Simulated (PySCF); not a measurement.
A structure optimised at B3LYP-D3(BJ)/def2-SVP, used in a PySCF frequency run:

```xyz
6

Zr    -0.0512    -0.0066     0.0000
Cl    -0.4655     1.3007    -1.9002
Cl    -0.4655     1.3007     1.9002
Cl    -1.2590    -2.0049     0.0000
S      2.2874    -0.6575     0.0000
H      2.6801     0.6435     0.0000
```
Charge 0, spin multiplicity 1.

### Question
Write its SMILES, formula and point group.

### Answer
[SH][Zr]([Cl])([Cl])[Cl], Cl₃HSZr, Cs

### Question
What are its rotational constants (standard atomic weights)?

### Answer
1.0055, 0.96568, 0.94866 GHz
